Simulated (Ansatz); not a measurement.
CH₅O₃Ta, SMILES `[CH3][Ta](=[O])([OH])[OH]`. Charge 0, multiplicity 1. Ta: def2 effective core potential. The structure was optimised at the PBE0-D4/def2-TZVP level. It is one conformer, not always the lowest.

```xyz
10

C    -0.824    1.309   -0.165
Ta    0.213   -0.583   -0.012
O    -0.805   -1.704   -0.829
O     0.366   -1.016    1.837
O     1.888   -0.402   -0.902
H    -1.814    1.245    0.299
H    -0.970    1.585   -1.213
H    -0.263    2.109    0.329
H    -0.019   -1.725    2.351
H     2.228   -0.819   -1.693
```

(1) What is the dipole moment at PBE/def2-TZVPP? (Best estimate.)

(2) And with r2SCAN, B3LYP, ωB97M-V? (Estimate.)

(3) Give the Mulliken charges with PBE, B3LYP, r2SCAN in def2-TZVPP. (Best estimate.)

Results:

(1) Computed: 1.40 D, with components (1.21, 0.14, 0.70) D in this frame, pointing from negative to positive charge.

(2) Computed: r2SCAN 1.45 D, B3LYP 1.47 D, ωB97M-V 1.55 D.

(3) Computed: 
| atom | PBE | B3LYP | r2SCAN |
| --- | --- | --- | --- |
| C1 | -0.44 | -0.46 | -0.42 |
| Ta2 | 0.80 | 1.00 | 1.05 |
| O3 | -0.36 | -0.42 | -0.43 |
| O4 | -0.37 | -0.42 | -0.45 |
| O5 | -0.37 | -0.42 | -0.45 |
| H6 | 0.11 | 0.11 | 0.09 |
| H7 | 0.11 | 0.11 | 0.09 |
| H8 | 0.10 | 0.10 | 0.08 |
| H9 | 0.20 | 0.20 | 0.22 |
| H10 | 0.20 | 0.20 | 0.22 |

B3LYP here is the variant with VWN-RPA as its local correlation; programs differ in this.
